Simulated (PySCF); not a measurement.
# Br²⁺ (bromine, charge +2) across methods

[Ar] 3d10 4s2 4p3, high-spin 4S determinant. All numbers are calculated (PySCF 2.14, a scalar-relativistic core potential, in aug-cc-pVDZ-PP with ECP10MDF (5s4p3d, 32 functions)). The B2PLYP total includes its PT2 part (frozen core); its orbital energies are those of the SCF part.

| method | E (hartree) | mean ε 4s α (eV) | mean ε 4s β (eV) | mean ε 4p α (eV) | Σ⟨r²⟩ (bohr²) | ⟨S²⟩ |
| --- | --- | --- | --- | --- | --- | --- |
| r2SCAN | -415.4500 | -44.191 | -39.886 | -29.965 | 24.50 | 3.750 |
| M06-2X | -415.7636 | -47.606 | -41.100 | -32.142 | 24.69 | 3.752 |
| TPSSh | -415.4920 | -44.390 | -40.064 | -30.182 | 24.58 | 3.750 |
| PBEsol | -415.1867 | -42.970 | -39.731 | -29.313 | 24.60 | 3.750 |
| B2PLYP | -415.1841 | -48.322 | -42.235 | -32.394 | 24.65 | 3.750 |
| LDA | -414.9651 | -43.098 | -40.289 | -29.352 | 24.61 | 3.750 |
| PBE0 | -415.5482 | -45.709 | -41.033 | -31.003 | 24.59 | 3.750 |
| PBE | -415.5723 | -42.973 | -39.750 | -29.338 | 24.63 | 3.750 |
| UHF | -414.33901 | -52.981 | -43.357 | -35.163 | 24.74 | 3.751 |

Energies and moments cover only the electrons outside the core potential.
